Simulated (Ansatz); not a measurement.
Molecule: sum formula SiH₅S, net charge 1, singlet state. It need not be the lowest isomer of its formula. 
Geometry from a B3LYP-D3(BJ)/def2-TZVP (Ansatz, an electronic-structure program) optimisation:
```xyz
7

Si    -1.0920    -0.4158     0.1744
S      1.0274     0.4223    -0.2609
H     -1.0249    -0.8447     1.5761
H     -1.8892     0.7842    -0.1041
H     -1.1430    -1.4813    -0.8331
H      1.7492    -0.5963     0.2576
H      1.1571     1.2016     0.8361
```
Charge +1, spin multiplicity 1.

Basis-set convergence of Hartree-Fock and CCSD(T) correlation energies (hartree) with Ansatz. Cores are frozen in the correlated levels unless marked. Spin-orbit coupling is left out. No relativistic terms.

```json
[
 {"basis": "def2-SVP", "functions": "61", "E(HF)": "-688.89306", "E(corr, CCSD(T))": "-0.29109"},
 {"basis": "def2-TZVPP", "functions": "154", "E(HF)": "…", "E(corr, CCSD(T))": "…"}
]
```

Q: Fill in the missing entries.

A: 
- def2-TZVPP, E(HF): -689.14013
- def2-TZVPP, E(corr, CCSD(T)): -0.36446
